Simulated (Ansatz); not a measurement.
`[CH3][Ga]([CH3])[SiH3]` → `[CH3][Ga][CH3]`• + `[SiH3]`•  (homolysis of the Ga–Si bond)

Computed with Ansatz on PBE0-D4/def2-TZVP structures; ΔE is electronic, products minus reactants. CCSD(T)/CBS is the MP2 limit (def2-TZVPP, def2-QZVPP) plus CCSD(T) − MP2 in def2-TZVPP, frozen cores. This one scheme is used for every species. DFT in def2-TZVPP. HSE06 is defined as in plane-wave codes. No spin–orbit coupling; open shells (•) take unrestricted orbitals. For Ga outer-core shells are correlated without core-valence functions, which leaves a few kJ/mol of doubt a bond. Scalar relativity is left out up to krypton.

CCSD(T)/CBS gives +74.1 kcal/mol.

Problem. Another level gave +66.6 kcal/mol. Which?
A. HSE06/def2-TZVPP
B. LDA (SPW92)/def2-TZVPP
C. r2SCANh/def2-TZVPP
D. ωB97X-V/def2-TZVPP

Solution. C. r2SCANh 66.6, ωB97X-V 73.7, HSE06 68.2, LDA (SPW92) 78.6 kcal/mol.

Largest T1 diagnostic among the species: 0.015.

At CCSD(T), def2-SVP lies −6.7 kcal/mol from the extrapolated value and def2-TZVPP −2.9 kcal/mol: correlation converges slowly with the basis, and small sets miss more of it in the bonded molecule than in its fragments. From PBE to PBE0 (25 % exact exchange), in def2-TZVPP and without D4, ΔE moves by +0.8 kcal/mol.

CCSD(T)/CBS has its own doubt, a few kJ/mol and more with outer-core shells, so smaller differences from it don't rank the levels.
